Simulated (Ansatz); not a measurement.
# Worked example: C5H12 + C3H7I → C4H9I + C4H10

Species: C5H12 (neopentane) `CC(C)(C)C`, singlet; C3H7I `CCCI`, singlet; C4H9I (tert-butyl iodide) `CC(C)(C)I`, singlet; C4H10 (butane) `CCCC`, singlet. The partners trade CH3 for I; both sit on C, so the bond types are kept.

Shapes, held fixed at every level: PBE0-D4/def2-TZVP. Flexible molecules stand in one conformer, not always the lowest. Programs: Ansatz 0.2.0. Electronic energies: no zero-point or thermal term.

At CCSD(T)/def2-TZVPP; 1 Eh = 2625.50 kJ/mol:

| species | energy (Eh) |
| --- | --- |
| C5H12 | -197.402711 |
| C3H7I | -415.458076 |
| C4H9I | -454.705305 |
| C4H10 | -158.155948 |

Question: Work out ΔE of the reaction at this level.

Answer: 
1. Products less reactants: (-454.705305) + (-158.155948) − [(-197.402711) + (-415.458076)] = -0.000466 Eh = -1.2 kJ/mol.

Other levels give -3.4 (MP2/def2-TZVPP) to -0.5 kJ/mol (CCSD/def2-TZVPP). No measured value is set beside it here. For atoms past krypton def2 sets carry core potentials with scalar relativity. Outer-core shells of I are correlated, in sets that cover them unevenly. That is about zero within the method's error.
